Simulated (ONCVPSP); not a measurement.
**Pseudopotential generation for Ta (Z = 73): ONCV, PBEsol, scalar-relativistic.**

```json
{"Element": "Ta (Z = 73)", "Generator": "ONCVPSP 4.0.1", "Type": "optimised norm-conserving Vanderbilt (ONCV)", "Functional": "PBEsol", "Relativity": "scalar-relativistic", "Frozen core": "[Xe] 4f14", "Valence charge": "5", "Reference configuration": "5d3 6s1.5 6p0.5", "Partial waves": "6s: rc 2.45 bohr, ncon 4, nbas 7, qcut 2.3 1/bohr, 2 projectors, debl 1.4 Ha; 6p: rc 2.80 bohr, ncon 4, nbas 9, qcut 2.8 1/bohr, 2 projectors, debl 0.5 Ha; 5d: rc 2.35 bohr, ncon 3, nbas 8, qcut 5.3 1/bohr, local", "Local potential": "the d channel", "Core correction": "none"}
```

All-electron outer shells of the reference configuration (PBEsol, scalar-relativistic, ld1.x):

```json
{"shell": "5p", "level (eV)": "-40.20", "outermost node (bohr)": "0.58", "outermost maximum (bohr)": "1.13"}
{"shell": "4f", "level (eV)": "-25.52", "outermost node (bohr)": "–", "outermost maximum (bohr)": "0.44"}
{"shell": "6s", "level (eV)": "-5.98", "outermost node (bohr)": "1.32", "outermost maximum (bohr)": "2.74"}
{"shell": "5d", "level (eV)": "-4.29", "outermost node (bohr)": "0.65", "outermost maximum (bohr)": "1.58"}
{"shell": "6p", "level (eV)": "-1.75", "outermost node (bohr)": "1.59", "outermost maximum (bohr)": "3.80"}
```

Question: Estimate the cutoffs (Ha) at which the residual kinetic energy of the hardest occupied pseudo-wave falls to 1 and 0.1 mHa per electron.

Answer: 11 Ha and 13 Ha.

Question: Does the potential have ghost states?

Answer: Ghosts flagged at negative energy: p at -33.0 eV; GHOST(+) flagged for s at 9.0 eV. A true bound ghost makes a file unfit for plane-wave use.

Question: Which valence shell sets the plane-wave cutoff?

Answer: 5d: 11 Ha for 1 mHa per electron, against 3 Ha for 6s.

Question: Tests: 5d3 6s2 6p0; 5d3 6s1 6p0; 5d3 6s0 6p0; 5d4 6s1 6p0. Which has the largest error in its energy relative to the reference configuration, and how large is it?

Answer: 5d4 6s1 6p0, with -13 meV (all-electron minus pseudo) on +0.01 eV.
